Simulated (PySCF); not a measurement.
Te(I)(SeH) (HISeTe), SMILES [SeH][Te]I. Atoms are numbered in the order given.

```xyz
4

Te    -0.5914     0.4111     0.8252
I      1.8937     0.3428    -0.3978
Se    -1.9985    -1.0937    -0.6432
H     -1.6689    -2.3620     0.0468
```

The structure is a stationary point at B3LYP-D3(BJ)/def2-SVP. The def2 effective core potentials stand for the cores of I, Te; spin–orbit coupling is left out. One conformer was computed; it need not be the lowest.

Method: PySCF 2.14.0 with TDA-ωB97X/def2-SVPD.

Vertical excitations. Isolated molecule, no solvent.

Computed excitation energies, oscillator strengths and character:
```tsv
state	energy (eV)	λ (nm)	f	main pairs
S1	2.26	549	0.001	HOMO→LUMO 97 %
S2	3.20	387	0.001	HOMO→LUMO+1 90 %
S3	3.50	354	0.007	HOMO−2→LUMO 54 %, HOMO−1→LUMO 39 %
S4	3.91	317	0.028	HOMO−1→LUMO+1 42 %, HOMO−2→LUMO 22 %, HOMO−1→LUMO 17 %, HOMO−2→LUMO+1 10 %
S5	4.05	306	0.000	HOMO−3→LUMO 93 %
S6	4.44	279	0.056	HOMO−1→LUMO+1 43 %, HOMO−1→LUMO 29 %, HOMO−2→LUMO 19 %
S7	5.51	225	0.101	HOMO−2→LUMO+1 66 %, HOMO−5→LUMO 12 %
S8	5.72	217	0.004	HOMO−3→LUMO+1 86 %
S9	5.77	215	0.037	HOMO−4→LUMO 68 %
S10	5.82	213	0.029	HOMO→LUMO+2 52 %, HOMO−1→LUMO+2 18 %
T1	1.63	762	0	HOMO→LUMO 96 %
T2	2.63	471	0	HOMO→LUMO+1 87 %
T3	2.94	422	0	HOMO−1→LUMO 47 %, HOMO−2→LUMO 46 %
T4	3.19	388	0	HOMO−2→LUMO 44 %, HOMO−1→LUMO 31 %, HOMO−1→LUMO+1 15 %
```
Triplets are in the Tamm–Dancoff approximation.
